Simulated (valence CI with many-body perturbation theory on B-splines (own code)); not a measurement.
## Level structure of Pm⁵⁴⁺

Method: configuration interaction combined with many-body perturbation theory (CI+MBPT): five valence electrons over a frozen Dirac-Fock core [He], radial functions for each j: 11 s, 11 p, 10 d, 8 f, 5 g, 2 h, with the one-electron correlation potential Σ1 (screened to all orders), the two-electron term Σ2, the three-electron term Σ3, Breit, model QED; selected single and double excitations, second order for the rest, scaled by the run's own slope (own B-spline code, finite nucleus).

No measured spectrum was set against this ion. As an estimate, large intervals hold to a few tenths of a per cent, small ones and those within an open d or f shell to about a per cent. Among the levels kept, up to 7300 cm⁻¹ of a level comes from second order outside the variational space, and about a tenth of that is noise between levels of different J, which matters for small intervals.

Levels 1 to 45 of 197, with energies above the lowest level, (2s^2 2p1/2^2 2p3/2) J=3/2. "Leading %" is the weight of the configuration and term that name the level; weights of strongly mixed levels are sums over their largest components and can fall short. In the jj column 3d3/2^4 stands for four electrons in 3d with j = 3/2. Lifetimes count E1, E2, E3, M1 and M2 decay at the calculated energies, and are blank where another channel may lead or the interval is too uncertain; long ones can be off by a factor of two.

```
No.  Configuration  Term    J  E (Ry)  Leading %                      Leading jj     Second component  Lifetime
  1        2s2.2p3   2P°  3/2    0.00         48      2s^2 2p1/2^2 2p3/2 (100 %)     27 % 2s2.2p3 2D°          
  2        2s2.2p3   4S°  3/2   41.64         55      2s^2 2p1/2 2p3/2^2 (100 %)     45 % 2s2.2p3 2D°    561 ps
  3        2s2.2p3   2D°  5/2   43.23        100      2s^2 2p1/2 2p3/2^2 (100 %)                        3.29 ns
  4        2s2.2p3   2P°  1/2   46.03        100      2s^2 2p1/2 2p3/2^2 (100 %)                         925 ps
  5         2s.2p4    4P  5/2   60.67         72      2s 2p1/2^2 2p3/2^2 (100 %)       28 % 2s.2p4 2D   1.89 ps
  6         2s.2p4    2S  1/2   66.65         63       2s 2p1/2^2 2p3/2^2 (99 %)       29 % 2s.2p4 4P    484 fs
  7         2s.2p4    2P  3/2   66.76         48       2s 2p1/2^2 2p3/2^2 (99 %)       36 % 2s.2p4 2D    273 fs
  8        2s2.2p3   2P°  3/2   87.77         52             2s^2 2p3/2^3 (99 %)     28 % 2s2.2p3 2D°    177 ps
  9         2s.2p4    4P  3/2  103.94         83        2s 2p1/2 2p3/2^3 (100 %)       12 % 2s.2p4 2D    566 fs
 10         2s.2p4    2D  5/2  106.59         72        2s 2p1/2 2p3/2^3 (100 %)       28 % 2s.2p4 4P    560 fs
 11         2s.2p4    2P  1/2  109.96         63         2s 2p1/2 2p3/2^3 (98 %)       36 % 2s.2p4 4P    216 fs
 12         2s.2p4    2D  3/2  110.72         52        2s 2p1/2 2p3/2^3 (100 %)       47 % 2s.2p4 2P    217 fs
 13            2p5   2P°  3/2  131.74         99          2p1/2^2 2p3/2^3 (99 %)                         188 fs
 14         2s.2p4    2S  1/2  152.85         36               2s 2p3/2^4 (99 %)       35 % 2s.2p4 4P    252 fs
 15            2p5   2P°  1/2  175.14        100           2p1/2 2p3/2^4 (100 %)                         140 fs
 16     2s2.2p2.3s    4P  1/2  434.92         47         2s^2 2p1/2^2 3s (100 %)   30 % 2s2.2p2.3s 2S   11.6 fs
 17     2s2.2p2.3p   2P°  1/2  440.68         45      2s^2 2p1/2^2 3p1/2 (100 %)  39 % 2s2.2p2.3p 4D°   1.04 ps
 18     2s2.2p2.3p   2P°  3/2  454.02         33       2s^2 2p1/2^2 3p3/2 (99 %)  21 % 2s2.2p2.3p 4D°   1.08 ps
 19     2s2.2p2.3d    2D  3/2  459.39         41      2s^2 2p1/2^2 3d3/2 (100 %)   33 % 2s2.2p2.3d 4F   8.68 fs
 20     2s2.2p2.3d    2D  5/2  463.51         34      2s^2 2p1/2^2 3d5/2 (100 %)   19 % 2s2.2p2.3d 4D   1.61 fs
 21     2s2.2p2.3s    4P  3/2  477.21         88     2s^2 2p1/2 2p3/2 3s (100 %)   10 % 2s2.2p2.3s 2P   16.8 fs
 22     2s2.2p2.3s    2P  1/2  477.82         67     2s^2 2p1/2 2p3/2 3s (100 %)   33 % 2s2.2p2.3s 4P   7.88 fs
 23     2s2.2p2.3s    2D  5/2  478.55         63     2s^2 2p1/2 2p3/2 3s (100 %)   36 % 2s2.2p2.3s 4P   15.9 fs
 24     2s2.2p2.3s    2D  3/2  478.94         63     2s^2 2p1/2 2p3/2 3s (100 %)   35 % 2s2.2p2.3s 2P   8.38 fs
 25     2s2.2p2.3p   4P°  1/2  482.92         48  2s^2 2p1/2 2p3/2 3p1/2 (100 %)  28 % 2s2.2p2.3p 4D°   1.48 ps
 26     2s2.2p2.3p   4D°  3/2  483.36         56  2s^2 2p1/2 2p3/2 3p1/2 (100 %)  22 % 2s2.2p2.3p 2D°   1.41 ps
 27     2s2.2p2.3p   2F°  5/2  484.30         48   2s^2 2p1/2 2p3/2 3p1/2 (99 %)  31 % 2s2.2p2.3p 2D°   1.05 ps
 28     2s2.2p2.3p   2P°  3/2  486.49         42   2s^2 2p1/2 2p3/2 3p1/2 (99 %)  26 % 2s2.2p2.3p 2D°    458 fs
 29      2s.2p3.3s   4P°  5/2  493.28         38      2s 2p1/2^2 2p3/2 3s (82 %)   24 % 2s.2p3.3s 6S°   28.4 fs
 30      2s.2p3.3s   2P°  3/2  495.11         29      2s 2p1/2^2 2p3/2 3s (86 %)   24 % 2s.2p3.3s 4S°   10.7 fs
 31     2s2.2p2.3p   2P°  1/2  495.80         34   2s^2 2p1/2 2p3/2 3p3/2 (95 %)  31 % 2s2.2p2.3p 4P°    201 fs
 32     2s2.2p2.3p   4D°  5/2  496.16         47   2s^2 2p1/2 2p3/2 3p3/2 (84 %)  25 % 2s2.2p2.3p 4P°    119 fs
 33     2s2.2p2.3p   2D°  3/2  496.39         52   2s^2 2p1/2 2p3/2 3p3/2 (99 %)  23 % 2s2.2p2.3p 4P°    699 fs
 34     2s2.2p2.3p   2F°  7/2  496.91         63  2s^2 2p1/2 2p3/2 3p3/2 (100 %)  36 % 2s2.2p2.3p 4D°    973 fs
 35     2s2.2p2.3p   2P°  3/2  497.90         26   2s^2 2p1/2 2p3/2 3p3/2 (74 %)  24 % 2s2.2p2.3p 4S°   56.7 fs
 36     2s2.2p2.3p   2D°  5/2  498.58         62   2s^2 2p1/2 2p3/2 3p3/2 (98 %)  17 % 2s2.2p2.3p 2F°    695 fs
 37     2s2.2p2.3p   2P°  1/2  498.78         42   2s^2 2p1/2 2p3/2 3p3/2 (50 %)   17 % 2s.2p3.3s 4D°   16.8 fs
 38      2s.2p3.3p    4P  3/2  499.99         28   2s 2p1/2^2 2p3/2 3p1/2 (97 %)    24 % 2s.2p3.3p 6P   7.08 fs
 39      2s.2p3.3p    2D  5/2  500.04         23   2s 2p1/2^2 2p3/2 3p1/2 (94 %)    18 % 2s.2p3.3p 4D   3.03 fs
 40      2s.2p3.3s   2P°  3/2  500.18         30      2s 2p1/2^2 2p3/2 3s (86 %)   16 % 2s.2p3.3s 4S°   22.8 fs
 41     2s2.2p2.3p   2P°  1/2  500.58         46   2s^2 2p1/2 2p3/2 3p3/2 (54 %)   16 % 2s.2p3.3s 4D°   21.4 fs
 42     2s2.2p2.3d    4F  3/2  501.81         43   2s^2 2p1/2 2p3/2 3d3/2 (98 %)   27 % 2s2.2p2.3d 2P   5.00 fs
 43     2s2.2p2.3d    4F  5/2  501.97         52   2s^2 2p1/2 2p3/2 3d3/2 (98 %)   39 % 2s2.2p2.3d 2F   18.0 fs
 44     2s2.2p2.3d    4D  1/2  502.12         79  2s^2 2p1/2 2p3/2 3d3/2 (100 %)   14 % 2s2.2p2.3d 2P   8.53 fs
 45     2s2.2p2.3d    2G  7/2  503.03         50   2s^2 2p1/2 2p3/2 3d3/2 (97 %)   25 % 2s2.2p2.3d 2F    295 fs
```

The ionisation energy to 2s2.2p2 3P_0 of the next ion comes out as 10943 eV (NIST: 10942 ± 5 eV (theoretical)). All 197 levels together are meant to be complete up to 584.74 Ry.
